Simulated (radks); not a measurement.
Correlation energies from several functionals, in hartree. Species: He [He]; Mn2+ [Ar] 3d5; Li2+ 1s1; Tc [Kr] 4d5 5s2; In3+ [Kr] 4d10. Calculated with a radial shooting solver on a logarithmic mesh with Libxc functionals: non-relativistic Kohn-Sham, exchange-only B88, spin-polarised, spherical densities, point nucleus. Every spin shell is full or empty, so the densities are truly spherical. Functionals are evaluated on that one density, not self-consistently.

| functional | He | Mn2+ | Li2+ | Tc | In3+ |
|---|---|---|---|---|---|
| PW92 | -0.11165 | -1.9748 | -0.034153 | -3.9336 | -4.5273 |
| PZ | -0.11147 | -1.9635 | -0.034279 | -3.9259 | -4.5252 |
| Wigner | -0.095502 | -1.1251 | 0 | -2.1771 | -2.4847 |
| PBE | -0.040881 | -1.0038 | -0.0061633 | -2.1425 | -2.5194 |
| PBEsol | -0.051428 | -1.1559 | -0.0085624 | -2.4407 | -2.8464 |
| LYP | -0.043671 | -1.0326 | 0 | -2.0757 | -2.3856 |
| AM05 | -0.097083 | -1.8122 | -0.029822 | -3.6508 | -4.2202 |
| TPSS | -0.042183 | -1.0070 | 0 | -2.1441 | -2.5212 |
| revTPSS | -0.045296 | -1.0243 | 0 | -2.1748 | -2.5485 |
| r2SCAN | -0.037673 | -1.0079 | 0 | -2.1748 | -2.5104 |
| B95 | -0.041553 | -1.1901 | 0 | -2.5920 | -3.0784 |
| Tao-Mo | -0.028485 | -0.94627 | 0 | -2.0599 | -2.4343 |
